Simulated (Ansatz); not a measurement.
The cluster ScSi4⁻. Charge -1, multiplicity 1. Geometry r2SCAN-D4/def2-SVPD.

```xyz
5

Sc   -2.5926    0.4102   -1.5310
Si   -1.9671   -1.5713   -0.2017
Si    1.5444    0.1865    0.6923
Si    3.4700    0.7876    1.3677
Si   -0.4548    0.1871   -0.3273
```

The restricted singlet is unstable towards broken spin symmetry in Hartree–Fock (as tested in another run); at PBE-D4/def2-TZVPD, r2SCAN-D4/def2-TZVPD, r2SCANh-D4/def2-TZVPD, PBE0-D4/def2-TZVPD and others this wasn't settled. No other spin state of charge -1 was run. Another isomer (singlet) lies 2.31 eV lower at PBE0-D4/def2-TZVPD; other spin states weren't run for this one.

Task: Estimate the orbital energies around the gap (eV) in Ansatz with PBE-D4/def2-TZVPD, r2SCAN-D4/def2-TZVPD, r2SCANh-D4/def2-TZVPD, PBE0-D4/def2-TZVPD, ωB97M-V/def2-TZVPD.

Result: 
```csv
orbital,PBE-D4/def2-TZVPD,r2SCAN-D4/def2-TZVPD,r2SCANh-D4/def2-TZVPD,PBE0-D4/def2-TZVPD,ωB97M-V/def2-TZVPD
HOMO−13,-49.86,-52.09,-53.74,-54.76,-57.71
HOMO−12,-29.43,-30.67,-31.81,-32.72,-35.52
HOMO−11,-29.10,-30.34,-31.50,-32.41,-35.22
HOMO−10,-28.86,-30.15,-31.32,-32.26,-35.11
HOMO−9,-9.10,-9.62,-10.24,-10.85,-13.48
HOMO−8,-7.89,-8.33,-8.89,-9.47,-11.92
HOMO−7,-6.09,-6.43,-6.92,-7.44,-9.77
HOMO−6,-3.84,-4.06,-4.46,-4.94,-7.06
HOMO−5,-1.99,-2.14,-2.46,-2.83,-4.57
HOMO−4,-1.84,-2.01,-2.32,-2.65,-4.49
HOMO−3,-1.81,-2.00,-2.30,-2.63,-4.41
HOMO−2,-0.74,-0.86,-1.15,-1.50,-3.30
HOMO−1,-0.71,-0.81,-1.01,-1.23,-2.65
HOMO,-0.56,-0.68,-0.90,-1.16,-2.58
LUMO,0.02,0.05,0.20,0.42,1.56
LUMO+1,0.13,0.21,0.53,0.95,2.37
LUMO+2,0.55,0.67,1.01,1.31,2.49
LUMO+3,0.69,0.81,1.07,1.34,2.73
LUMO+4,0.93,0.98,1.15,1.47,2.81
LUMO+5,1.03,1.21,1.54,1.90,3.45
```
